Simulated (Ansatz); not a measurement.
A structure relaxed at PBE-D4/def2-SVP in Ansatz, charge 0, singlet:

```xyz
34

Al    3.299    1.306    1.241
Al   -2.447   -2.899    0.533
Al    1.510   -1.728   -0.572
Al   -0.422    0.429    2.290
Al    0.181    3.749    0.209
Al   -1.591    0.702   -1.601
Al    2.119    1.579   -2.673
P    -1.967   -1.487    2.418
P     1.596   -0.482    1.443
P     2.174    2.574   -0.475
P    -0.215   -3.442   -0.176
P    -3.025   -1.241   -1.108
P     0.522   -0.235   -2.126
P    -1.249    1.746    0.500
H     4.612    0.572    0.678
H     3.280    2.067    2.655
H    -3.465   -4.105    0.755
H     2.813   -2.530   -1.019
H    -0.409    1.065    3.751
H     0.332    4.374    1.681
H    -0.480    4.563   -1.007
H    -2.357    1.520   -2.735
H     3.498    0.834   -3.026
H     1.350    2.510   -3.731
H    -1.595   -2.365    3.487
H    -3.237   -1.077    2.939
H     2.072   -1.388    2.447
H     3.091    3.661   -0.676
H     0.260   -4.437    0.737
H    -0.360   -4.286   -1.324
H    -3.329   -1.961   -2.308
H    -4.358   -0.820   -0.794
H     0.331   -0.988   -3.330
H    -2.535    2.219    0.919
```

Give its formula and point group.

Al₇P₇H₂₀, a nanocrystal cut from zinc blende AlP (hydrogen-capped). Point group C3v (tolerance 0.1 Å).

Summarise the bond lengths by kind (pairs closer than 1.2 times the sum of covalent radii, bridged metal pairs left out).

18 × Al–P 2.37 to 2.48 Å; 10 × H–P 1.43 to 1.44 Å; 10 × Al–H 1.59 to 1.61 Å.
